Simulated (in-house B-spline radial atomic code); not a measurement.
**RPA and G0W0 on HSE06: the sulfur ion S⁴⁺**

Configuration [Ne] 3s2, mean-field start HSE06. Computed with an all-electron radial atomic-structure program (B-spline basis): all electrons, scalar-relativistic (spin-free one-electron X2C), finite nucleus, each spin shell either full or empty, empty states to l = 9 with an (l + 1/2)⁻⁴ tail; G0W0 by contour deformation at full frequency.

Command:
```bash
python run_gw.py task.json out
```
Settings (radii: box in bohr, nucleus in fm):
```
Z                        16
electrons                12
configuration            [Ne] 3s2
hamiltonian              x2c
method                   hse06
lmax                     9
rms_radius               3.2611
spin_polarised           False
box_radius               11.96
intervals                69
ion_configuration        [Ne] 3s1
```

Run time, properties included: 4.4 s on 1 thread of Arm Neoverse N1, with other jobs on the host.

Energies (hartree):

```csv
term,value
mean-field total,-394.83533
Hartree-Fock functional on these orbitals,-394.45120
direct second order,-0.8327
second-order exchange,0.30386
SOSEX correction,0.27254
```

Task: What is the RPA correlation energy, and what remains with SOSEX?

Result: RPA gives -0.73545 hartree (-1.67 eV per electron); RPA + SOSEX gives -0.4629, and the second-order doubles -0.52884 hartree (no singles). SOSEX takes back 37 % of the RPA value.

Quasi-particle levels (eV):

```tsv
level	occupied	mean field	Σx - vxc	Σc	QP weight	G0W0
3s	yes	-67.08	-3.89	?	?	?
2p	yes	-222.24	-18.94	4.27	0.922	-236.90
3p	no	-52.26	6.26	-1.81	0.947	-47.80
```

G0W0 = mean field + (Σx - vxc) + Σc, with Σc (partial-wave tail included) taken at the quasi-particle energy. Levels of low weight are left out.

Task: Where does G0W0 put 3s?

Result: At -73.03 eV, with Σc = -2.06 eV and a quasi-particle weight of 0.956. The tabulated removal energy is 72.594 eV (NIST, measured); the calculation leaves out spin-orbit coupling, Breit and QED terms, and what these don't explain is the method's own error.

Task: What does it cost to remove one electron (to [Ne] 3s1) by differences of total energies, each species on its own start (correlation terms add to the Hartree-Fock functional)?

Result: HSE06 72.37 eV, Hartree-Fock functional 70.79 eV, + RPA 72.99 eV, + RPA + SOSEX 72.41 eV, + second order 73.04 eV. Tabulated: 72.594 eV (NIST, measured); the calculation leaves out spin-orbit coupling, Breit and QED terms, and what these don't explain is the method's own error.
